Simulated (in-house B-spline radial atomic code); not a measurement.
A run on an ion of nuclear charge 66 with 66.7 electrons that did not converge. Method: scalar-relativistic (X2C) B3LYP, spin-polarised, spherical fractional occupations, Fermi nucleus of rms radius 5.2218 fm; computed with a B-spline radial code for spherical atoms.

Command:
```bash
python run_scf.py task.json out
```
Settings (nuclear radius in fm, mass in u):
```
Z                66
configuration    [Xe] 4f10.7 6s2
hamiltonian      x2c
method           b3lyp
spin_polarised   True
nucleus          fermi
rms_radius       5.2218
atomic_mass      163.92918
speed_of_light   137.035999084
```

First and last ten iterations of the last attempt (damped for 15 steps, keeping 80 % of the old Fock matrix, then DIIS):
```
 iter        energy (Eh)    residual
    1      -12102.902287    7.77e-01
    2      -12103.681121    1.44e+00
    3      -12129.763009    9.20e-01
    4      -12143.962638    5.60e-01
    5      -12151.108873    3.55e-01
    6      -12154.392869    2.28e-01
    7      -12155.771860    1.45e-01
    8      -12156.324009    8.68e-02
    9      -12156.559857    5.90e-02
   10      -12156.678764    4.47e-02
  111      -12152.343769    1.96e-01
  112      -12152.339055    1.96e-01
  113      -12152.326804    1.97e-01
  114      -12152.317606    1.97e-01
  115      -12152.339035    1.96e-01
  116      -12152.337548    1.96e-01
  117      -12152.187832    2.01e-01
  118      -12156.632178    5.19e-02
  119      -12152.008029    2.10e-01
  120      -12156.604190    5.56e-02
 not converged after 120 iterations
```

The smallest residual met was 3.3e-02; the threshold is about 7e-07. No energy from this run should be used. The likely cause: this method binds the added charge weakly or not at all at the basis-set limit, so charge moves back and forth between the atom and the box. Time taken, with all properties: 5.5 s on 1 thread of Arm Neoverse V1, on a shared host.
